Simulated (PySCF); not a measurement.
# Working out the excitation energy of Mg

Mg [Ne] 3s2 (1S) → Mg [Ne] 3d2 (3F). All numbers are calculated (PySCF 2.14, the spin-free X2C one-electron Hamiltonian (Gaussian nucleus), in aug-cc-pVDZ-DK (5s4p2d, 27 functions)). Frozen: [Ne]. Energies in hartree (1 hartree = 27.21139 eV):

| part | Mg (lower) | Mg (upper) |
| --- | --- | --- |
| UHF | -199.914227 | -199.398282 |
| MP2 opposite-spin | -0.021661 | 0.000000 |
| MP2 same-spin | 0.000000 | -0.000231 |

What does Hartree-Fock give?

(-199.398282) − (-199.914227) = 0.515945 hartree = 14.040 eV.

What do MP2 and SCS-MP2 (6/5 opposite-spin, 1/3 same-spin) give?

The opposite-spin parts differ by 0.589 eV and the same-spin parts by -0.006 eV. MP2: 14.040 + (0.589) + (-0.006) = 14.623 eV. SCS-MP2: 14.040 + 1.2 × (0.589) + (-0.006)/3 = 14.745 eV.

The upper state lies above the first ionisation limit, where it may autoionise and the basis confines it.

A double-zeta basis recovers only part of the correlation energy.
